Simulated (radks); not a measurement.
The numbers below are computed, except where a source is named.
Ionisation of the palladium ion Pd+, [Kr] 4d9, to [Kr] 4d8 as the strength of local exchange is varied. Level of theory: Dirac Kohn-Sham, Slater X-alpha exchange (alpha = 2/3 is LDA exchange), no correlation, spin-unpolarised, spherical densities, finite nucleus; open shells are shared between the two j in proportion to 2j + 1; Fermi nuclear charge, rms radius 4.5318 fm (a radial shooting solver on a logarithmic mesh with Libxc functionals).

| alpha | E(Pd+) (hartree) | exchange (hartree) | IE (eV) | -e of the level emptied (eV) | <r> of it (bohr) |
|---|---|---|---|---|---|
| 0.606 | -5025.19393 | -122.11825 | 18.629 | 12.457 (4d5/2) | 1.509 |
| 0.631 | -5030.23439 | -127.28631 | 19.034 | 12.807 (4d5/2) | 1.499 |
| 0.663 | -5036.69370 | -133.91642 | 19.561 | 13.264 (4d5/2) | 1.487 |
| 0.667 | -5037.50171 | -134.74636 | 19.628 | 13.322 (4d5/2) | 1.485 |
| 0.762 | -5056.73067 | -154.53479 | 21.250 | 14.739 (4d5/2) | 1.450 |
| 0.806 | -5065.66191 | -163.75008 | 22.029 | 15.425 (4d5/2) | 1.435 |
| 0.948 | -5094.59411 | -193.70622 | 24.660 | 17.764 (4d5/2) | 1.389 |
| 1.005 | -5106.25434 | -205.82334 | 25.766 | 18.757 (4d5/2) | 1.371 |

NIST Atomic Spectra Database: 19.4 +/- 0.12 eV (semi-empirical). The Delta-SCF value meets it near alpha = 0.66. Spin polarisation and multiplet splitting are left out, so open shells lie too high by an amount that depends on their filling. Sharing an open shell by 2j + 1 raises it above the true ground level by a part of the spin-orbit splitting, which enters the differences from NIST.

Beside tabulated values, note that spin-unpolarised runs miss the spin-polarisation part of the exchange energy of open shells.
